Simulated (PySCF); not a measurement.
# The first ionisation energy along the 4d series

Calculated with PySCF 2.14 from differences of total energies of unrestricted determinants, without spin-orbit coupling. Values in eV. The last column holds reference values (NIST; (s) semi-empirical, (t) theoretical, else measured). Unmarked ones compare directly (S terms, centres of terms, or small fine structure); those marked * lie between the lowest fine-structure levels and include a spin-orbit shift.

```json
{"element": "Zr (cc-pVDZ-PP with ECP28MDF, ECP)", "configurations": "[Kr] 4d2 5s2 → [Kr] 4d2 5s1", "UHF": "5.228", "MP2 (valence)": "6.046", "SCS-MP2 (valence)": "6.211", "reference": "6.639"}
{"element": "Nb (cc-pVDZ-PP with ECP28MDF, ECP)", "configurations": "[Kr] 4d4 5s1 → [Kr] 4d4", "UHF": "5.998", "MP2 (valence)": "6.366", "SCS-MP2 (valence)": "6.121", "reference": "6.776"}
{"element": "Mo (cc-pVDZ-PP with ECP28MDF, ECP)", "configurations": "[Kr] 4d5 5s1 → [Kr] 4d5", "UHF": "6.257", "MP2 (valence)": "6.691", "SCS-MP2 (valence)": "6.401", "reference": "7.092"}
{"element": "Tc (cc-pVDZ-PP with ECP28MDF, ECP)", "configurations": "[Kr] 4d5 5s2 → [Kr] 4d5 5s1", "UHF": "5.583", "MP2 (valence)": "6.562", "SCS-MP2 (valence)": "6.774", "reference": "7.119"}
{"element": "Ru (cc-pVDZ-PP with ECP28MDF, ECP)", "configurations": "[Kr] 4d7 5s1 → [Kr] 4d7", "UHF": "6.296", "MP2 (valence)": "6.936", "SCS-MP2 (valence)": "6.735", "reference": "7.365"}
{"element": "Rh (cc-pVDZ-PP with ECP28MDF, ECP)", "configurations": "[Kr] 4d8 5s1 → [Kr] 4d8", "UHF": "6.314", "MP2 (valence)": "7.007", "SCS-MP2 (valence)": "6.838", "reference": "7.479"}
{"element": "Pd (cc-pVDZ-PP with ECP28MDF, ECP)", "configurations": "[Kr] 4d10 → [Kr] 4d9", "UHF": "6.283", "MP2 (valence)": "8.067", "SCS-MP2 (valence)": "7.880", "reference": "8.512"}
{"element": "Ag (cc-pVDZ-PP with ECP28MDF, ECP)", "configurations": "[Kr] 4d10 5s1 → [Kr] 4d10", "UHF": "6.356", "MP2 (valence)": "7.084", "SCS-MP2 (valence)": "6.967", "reference": "7.576"}
{"element": "Cd (cc-pVDZ-PP with ECP28MDF, ECP)", "configurations": "[Kr] 4d10 5s2 → [Kr] 4d10 5s1", "UHF": "7.435", "MP2 (valence)": "8.609", "SCS-MP2 (valence)": "8.607", "reference": "8.994"}
```

**Question.** Which of these methods has the smallest mean absolute error against the measured values here?

**Answer.** MP2 (valence), with 0.465 eV.

```json
{"method": "UHF", "elements": "9", "mean error (eV)": "-1.311", "mean absolute error (eV)": "1.311", "largest error (eV)": "-2.229"}
{"method": "MP2 (valence)", "elements": "9", "mean error (eV)": "-0.465", "mean absolute error (eV)": "0.465", "largest error (eV)": "-0.592"}
{"method": "SCS-MP2 (valence)", "elements": "9", "mean error (eV)": "-0.558", "mean absolute error (eV)": "0.558", "largest error (eV)": "-0.691"}
```

Errors include the incompleteness of the basis and the frozen core.

"Valence" correlates the outer s and p shells and, in groups 3 to 12 and the f block, the outer d or f shell, open or full, or the next shell where the ion has no valence electron left; the wider scheme adds the next inner shell.
